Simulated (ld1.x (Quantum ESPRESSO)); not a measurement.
**Varying the PAW potential for Pr (Z = 59)**

Base potential:

* Element: praseodymium
* Generator: ld1.x (Quantum ESPRESSO) 7.5
* Type: PAW
* Functional: PBEsol
* Relativity: scalar-relativistic
* Frozen core: [Kr] 4d10
* Valence charge: 13
* Reference configuration: 4f3 5s2 5p6 5d0 6s1.5 6p0 (charge +0.5)
* Partial waves: 5s (bound): rcut 2.15, rcutus 2.90 bohr; 6s (bound): rcut 2.15, rcutus 2.90 bohr; 5p (bound): rcut 2.30, rcutus 2.55 bohr; 6p (bound, empty): rcut 2.30, rcutus 2.55 bohr; 5d (bound, empty): rcut 2.20, rcutus 3.00 bohr; 5d channel at 0.5 Ry: rcut 2.20, rcutus 3.00 bohr; 4f (bound): rcut 1.35, rcutus 1.45 bohr; 4f channel at 3.65 Ry: rcut 1.35, rcutus 1.45 bohr
* Local potential: all-electron potential smoothed inside 1.10 bohr (lloc = -1)
* Core correction: a·sin(br)/r model core inside 1.10 bohr
* Augmentation charge: PSQ, inside the norm-conserving radii

Cutoffs, loose and tight: the cutoffs (Ry, on a coarse ladder) from which the occupation-weighted sum of valence levels, in a spherical-Bessel basis at the reference potential, stays within 10 and 1 mRy of its value at 400 Ry. They do not see the model core or the augmentation charge, which bear on the density cutoff. Test errors are all-electron minus pseudo excitation energies from the reference, over the configurations 4f3 5s2 5p6 5d0 6s2 6p0; 4f3 5s2 5p6 5d0 6s1 6p0; 4f3 5s2 5p6 5d0 6s0 6p0; 4f3 5s2 5p5 5d0 6s2 6p0; 4f4 5s2 5p6 5d0 6s0 6p0; 4f3 5s2 5p6 5d0 6s0 6p2; 4f3 5s2 5p6 5d0 6s0 6p1. A dash means not determined; rows that change the core or the reference have their own tests. The largest error is taken over the tests solved by every variant that gives reliable tests at all: 4f3 5s2 5p6 5d0 6s0 6p0; 4f3 5s2 5p6 5d0 6s1 6p0; 4f3 5s2 5p6 5d0 6s2 6p0.

A true bound ghost makes a file unfit for plane-wave use even where its test errors are small: the radial tests pick states by their node count and pass the ghost by.

Cutoffs are not given where the Bessel-basis levels miss the radial ones by over 6 mRy, ghosts where they miss by over 20 mRy; a channel whose overlap is not positive is not tested.

A file whose overlap is not positive is unfit for use, and its test errors describe a broken file.

| change | outcome | bound ghosts | largest test error (meV) |
| --- | --- | --- | --- |
| base | generated, overlap not positive | d (s, p not tested, overlap not positive) | -5.0 |
| waves 4f (bound): rcut 1.35, rcutus 1.72 bohr; 4f channel at 3.65 Ry: rcut 1.35, rcutus 1.72 bohr | generated, overlap not positive | d (s, p not tested, overlap not positive) | -5.0 |
| reference 4f3 5s2 5p6 5d0 6s1.5 6p0.5 | generated, overlap not positive | not determined (overlap not positive) | -95 over the solved tests; test run stopped at test 5 of 7 (negative rho) |
| local potential all-electron potential smoothed inside 1.38 bohr (lloc = -1) | generated, overlap not positive | d (s, p not tested, overlap not positive) | -5.0 |
| functional LDA (PZ) | generated, overlap not positive | d (s, p not tested, overlap not positive) | -5.0 |
| local potential all-electron potential smoothed inside 2.25 bohr (lloc = -1) | generated, overlap not positive | not determined (overlap not positive) | -5.0 |
| all radii but the core radius scaled by about 0.75 (s 2.18, p 1.90, d 2.24, f 1.08 bohr, rcut 1.60/1.72/1.64/1.02); local potential all-electron potential smoothed inside 0.82 bohr (lloc = -1) | generated, overlap not positive | p, d (s not tested, overlap not positive) | -4.7 |
| waves 5s (bound): rcut 2.15, rcutus 2.72 bohr; 6s (bound): rcut 2.15, rcutus 2.72 bohr | generated, overlap not positive | d (s, p not tested, overlap not positive) | -5.0 |
| core correction a·sin(br)/r model core inside 0.62 bohr | generated, overlap not positive | d (s, p not tested, overlap not positive) | -5.0 |
| waves 5d (bound): rcut 2.20, rcutus 4.46 bohr; 5d channel at 0.5 Ry: rcut 2.20, rcutus 4.46 bohr | generated, overlap not positive | not determined (overlap not positive) | -5.0 |
| wave 4f channel at 3.65 Ry: rcut 1.35, rcutus 1.45 bohr becomes 4f channel at 5.83 Ry: rcut 1.35, rcutus 1.45 bohr | generated, overlap not positive | d (s, p not tested, overlap not positive) | -5.0 |

**Question.** What comes out with this change to the base: waves 5p (bound): rcut 2.30, rcutus 3.60 bohr; 6p (bound): rcut 2.30, rcutus 3.60 bohr?

**Answer.** outcome: generated, overlap not positive; bound ghosts: d (s, p not tested, overlap not positive); largest test error (meV): -14. A file whose overlap is not positive is unfit for use, and its test errors describe a broken file.

**Question.** What comes out with this change to the base: type TM; waves now 5p (bound): rc 2.55 bohr; 5d (bound): rc 3.00 bohr; 4f (bound): rc 1.45 bohr; 5s (bound): rc 2.90 bohr; local potential the s channel?

**Answer.** outcome: failed: run_pseudo: Errors in PS-KS equation. Cause: the pseudo-atom solver did not find the valence states with the expected number of nodes, which is the usual sign of a ghost state.
